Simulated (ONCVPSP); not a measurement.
# u(r) = r·R(r): atom against pseudo-atom (selenium)

Columns: radius, all-electron u(r) and pseudo u(r) of the 3d shell (level -53.12 eV) of selenium in the configuration [Ar] 3d10 4s2 4p4; PBE, scalar-relativistic, ONCV scheme, ONCVPSP 4.0.1.

```tsv
r (bohr)	all-electron	pseudo
0.093	0.1860	0.0325
0.185	0.6336	0.2219
0.278	1.0088	0.5946
0.370	1.2040	1.0142
0.463	1.2506	1.3146
0.555	1.2017	1.3961
0.648	1.1025	1.2915
0.740	0.9840	1.1010
0.833	0.8608	0.9092
0.925	0.7445	0.7570
1.018	0.6370	0.6383
1.110	0.5425	0.5424
1.203	0.4590	0.4589
1.295	0.3878	0.3877
1.388	0.3262	0.3262
1.480	0.2744	0.2743
1.573	0.2299	0.2299
1.665	0.1928	0.1928
1.758	0.1611	0.1611
1.850	0.1348	0.1348
1.943	0.1124	0.1124
2.035	0.0939	0.0939
2.128	0.0782	0.0782
2.220	0.0653	0.0652
2.313	0.0543	0.0543
2.405	0.0453	0.0453
```

(1) How many radial nodes do the two functions have?

(2) At about which radius was the pseudo-wave matched?

(3) Is the pseudo-wave norm-conserving?

## Answers

(1) The all-electron 3d function has n − l − 1 = 0; the pseudo-wave has 0.

(2) 1.15 bohr, where the columns begin to agree (steps of 0.09 bohr).

(3) Yes: the ONCV scheme keeps the norm inside the radius equal to the all-electron one, which fixes the energy derivative of the logarithmic derivative at the level.
